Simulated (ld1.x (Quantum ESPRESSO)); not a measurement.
**O (Z = 8): one change to a TM potential, before and after**

oxygen (O), norm-conserving Troullier–Martins (Kleinman–Bylander form), made with ld1.x (Quantum ESPRESSO) 7.5 (PBE, scalar-relativistic). Core [He], reference 2s2 2p4. Waves: 2s (bound): rc 0.80 bohr; 3d channel at 0.45 Ry: rc 2.00 bohr; 2p (bound): rc 1.85 bohr. Local part: the p channel. Core correction: a·sin(br)/r model core, default radius (core density twice the valence density).

All-electron outer shells of the reference configuration (PBE, scalar-relativistic, ld1.x):

```tsv
shell	level (eV)	outermost node (bohr)	outermost maximum (bohr)
1s	-514.70	–	0.13
2s	-23.96	0.28	0.87
2p	-9.03	–	0.82
```

Change: wave 2p (bound): rc 1.85 bohr becomes 2p (bound): rc 2.58 bohr.

Cutoffs: the cutoffs (Ry, on a coarse ladder) from which the occupation-weighted sum of valence levels, in a spherical-Bessel basis at the reference potential, stays within 10 and 1 mRy of its value at 400 Ry; they do not see the model core or the augmentation charge, which bear on the density cutoff. Errors are all-electron minus pseudo energies relative to the spin-unpolarised reference configuration.

Task: Predict the effect on cutoff, ghosts and configuration errors.

Result: The potential gets neither clearly harder nor softer (80 Ry and 200 Ry → 80 Ry and 200 Ry); the s channel sets the loose cutoff, while the largest relative change is in p, which becomes softer; of the 7 tests that both files solve, the error grows in 7 and shrinks in 0 by more than 15 % and 0.3 meV (median size 164.1 → 457.1 meV); neither file shows a bound ghost at the reference potential, the only one tested. More of the atom is replaced by a form fitted at one configuration, so other configurations suffer.

```tsv
quantity	base	changed
cutoff, loose	80 Ry	80 Ry
cutoff, tight	200 Ry	200 Ry
loose cutoff by channel (10 mRy a level)	s 70 Ry, p 35 Ry	s 70 Ry, p 25 Ry
bound ghosts	none	none
error for 2s2 2p3, meV [ΔE 16.43 eV]	+3.5	+121
error for 2s2 2p2, meV [ΔE 50.02 eV]	+270	+1266
error for 2s2 2p1, meV [ΔE 103.89 eV]	+1480	+4921
error for 2s0 2p6, meV [ΔE 29.94 eV]	-16	-344
error for 2s1 2p5, meV [ΔE 14.95 eV]	-4.6	-85
error for 2s1 2p4, meV [ΔE 31.66 eV]	-164	-457
error for 2s2 2p0, meV [ΔE 180.79 eV]	+4671	+12840
```

Changed file: These tests converged, but a pseudo level misses the all-electron one widely, so the file describes the atom poorly there or has found another state: 2s2 2p1: 2p by 5.5 eV; 2s2 2p0: empty 2p by 10.7 eV.
